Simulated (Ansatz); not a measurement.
`B[C@@H](F)[Si@@H](N)F` + `O[SiH2]S` → `BO[SiH2]S` + `N[SiH](F)CF`  (ligand exchange at a B–C bond)

Program: Ansatz. Geometries: PBE0-D4/def2-TZVP. ΔE: electronic, gas phase. CBS: MP2 limit from def2 TZ/QZ plus the TZ coupled-cluster correction, frozen cores. Functionals use def2-TZVPP. B3LYP here is the variant with VWN-RPA as its local correlation; programs differ in this. HSE06 is defined as in plane-wave codes. Each species was taken in one conformer, which may not be the lowest.

`B[C@@H](F)[Si@@H](N)F`:

Cartesian coordinates in Å:
```
B 0.295 1.363 -1.500
C 0.793 0.524 -0.324
F 1.135 1.225 0.842
Si -0.566 -0.739 0.123
N -0.276 -1.178 1.726
F -1.988 -0.035 -0.126
H 0.065 2.529 -1.398
H 0.090 0.786 -2.529
H 1.648 -0.111 -0.603
H -0.555 -1.918 -0.768
H 0.107 -0.508 2.373
H -0.748 -1.938 2.184
```

`O[SiH2]S`:

Z-matrix (Å, degrees):
```
Si
S 1 2.133
O 1 1.642 2 113.5
H 1 1.478 2 111.7 3 117.8
H 1 1.484 2 102.9 3 -122.0
H 2 1.344 1 94.6 3 -65.2
H 3 0.959 1 117.2 2 -51.2
```

`BO[SiH2]S`:

Cartesian coordinates in Å:
```
B -0.027 -0.955 -1.588
O 0.560 -0.444 -0.485
Si 0.124 0.812 0.500
S -0.875 0.140 2.248
H -1.025 -0.446 -2.029
H 0.479 -1.911 -2.102
H 1.382 1.505 0.848
H -0.845 1.695 -0.190
H 0.228 -0.396 2.797
```

`N[SiH](F)CF`:

Z-matrix (Å, degrees):
```
Si
F 1 1.605
C 1 1.885 2 107.5
N 1 1.691 2 114.6 3 -118.4
H 1 1.481 2 105.3 3 120.2
F 3 1.397 1 109.5 2 -84.0
H 3 1.095 1 112.3 2 35.9
H 3 1.095 1 111.0 2 157.0
H 4 1.006 1 122.9 2 -71.7
H 4 1.007 1 120.0 2 81.9
```

```
             level  ΔE (kJ/mol)  difference from CCSD(T)/CBS
       LDA (SPW92)        -98.2                         15.2
            PBE-D4       -101.3                         12.1
         revPBE-D4       -100.7                         12.7
           BLYP-D4       -111.6                          1.8
           PBE0-D4       -105.5                          7.9
          B3LYP-D4       -114.3                         -0.9
        r2SCANh-D4       -106.8                          6.6
        r2SCAN0-D4       -108.6                          4.8
          HSE06-D4       -105.5                          7.9
          BHLYP-D4       -119.3                         -5.9
      CAM-B3LYP-D4       -116.5                         -3.1
           ωB97X-V       -111.1                          2.3
           ωB97M-V       -109.6                          3.8
            B2PLYP       -117.2                         -3.8
               PBE       -102.6                         10.8
            revPBE       -104.4                          9.0
              BLYP       -114.5                         -1.1
            r2SCAN       -105.8                          7.6
              PBE0       -106.6                          6.8
             B3LYP       -116.4                         -3.0
           r2SCANh       -107.1                          6.3
           r2SCAN0       -109.0                          4.4
             HSE06       -106.5                          6.9
             BHLYP       -120.8                         -7.4
         CAM-B3LYP       -117.5                         -4.1
RPA@PBE/def2-TZVPP       -119.5                         -6.1
       HF/def2-SVP       -136.9                        -23.5
      MP2/def2-SVP       -131.1                        -17.7
  CCSD(T)/def2-SVP       -131.5                        -18.1
     HF/def2-TZVPP       -130.4                        -17.0
    MP2/def2-TZVPP       -115.4                         -2.0
SCS-MP2/def2-TZVPP       -119.9                         -6.5
   CCSD/def2-TZVPP       -117.2                         -3.8
CCSD(T)/def2-TZVPP       -115.4                         -2.0
     HF/def2-QZVPP       -131.7                        -18.3
    MP2/def2-QZVPP       -114.7                         -1.3
SCS-MP2/def2-QZVPP       -119.2                         -5.8
      HF/CBS(def2)       -131.9                        -18.5
     MP2/CBS(def2)       -113.4                          0.0
    CCSD/CBS(def2)       -115.1                         -1.7
       CCSD(T)/CBS       -113.4                            0
```

Largest T1 diagnostic among the species: 0.013.

From BLYP to BHLYP (50 % exact exchange), in def2-TZVPP and without D4, ΔE moves by −6.2 kJ/mol. In def2-TZVPP, CCSD(T) changes the Hartree–Fock value by +14.9 kJ/mol (the triples alone add +1.7 kJ/mol) and MP2 by +15.0 kJ/mol.
